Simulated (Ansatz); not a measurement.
`[BH2][GaH2]` + `C[NH][GeH3]` → `B[N](C)[GeH3]` + `[GaH3]` at 298.15 K and 1 bar (cleavage of the B–Ga bond).

Calculated with Ansatz (gas phase, PBE0-D4/def2-TZVP geometries, no zero-point term in ΔE). CCSD(T)/CBS is the MP2 limit (def2-TZVPP, def2-QZVPP) plus CCSD(T) − MP2 in def2-TZVPP, frozen cores. For Ga, Ge outer-core shells are correlated without core-valence functions, which leaves a few kJ/mol of doubt a bond. Scalar relativity is left out up to krypton.

```csv
species,CCSD(T)/CBS energy (Eh),H − E (kJ/mol),S (J/(mol·K))
`[BH2][GaH2]`,-1951.07352,98.4,269.2
`C[NH][GeH3]`,-2173.06430,220.1,309.9
`B[N](C)[GeH3]`,-2198.49616,255.3,333.9
`[GaH3]`,-1925.70545,59.6,218.4
```

H − E and S are ideal-gas, rigid-rotor, harmonic terms from PBE0-D4/def2-TZVP, for one conformer and one mirror image of each species. 1 Eh = 2625.50 kJ/mol, R = 8.31446 J/(mol·K).

**Question.** By hand: ΔE, ΔH, ΔS and ΔG.

**Answer.** ΔE = (-2198.49616) + (-1925.70545) − (-1951.07352) − (-2173.06430) = -0.06379 Eh = -167.5 kJ/mol. Δ(H − E) = 255.3 + 59.6 − 98.4 − 220.1 = -3.6, so ΔH = -171.1 kJ/mol. ΔS = 333.9 + 218.4 − 269.2 − 309.9 = -26.8 J/(mol·K). ΔG = -171.1 − 298.15 × (-26.8)/1000 = -163.1 kJ/mol.

**Question.** By hand: the equilibrium constant, and the temperature at which ΔG would vanish if ΔH and ΔS stayed fixed.

**Answer.** log₁₀ K = −ΔG/(RT ln 10) = 28.6. ΔG = 0 at ΔH/ΔS = 6384 K, far beyond where these terms or the molecules hold.

ΔH outweighs TΔS. A doubt of 5 kJ/mol in ΔE shifts log₁₀ K by 0.9 here. Other conformers and mirror images would add mixing entropy, several J/(mol·K) or more a flexible species. These are equilibria of isolated gas molecules and say nothing of rates. Largest T1 diagnostic: 0.014 (customary marks: 0.02 for closed shells, 0.045 for open ones).
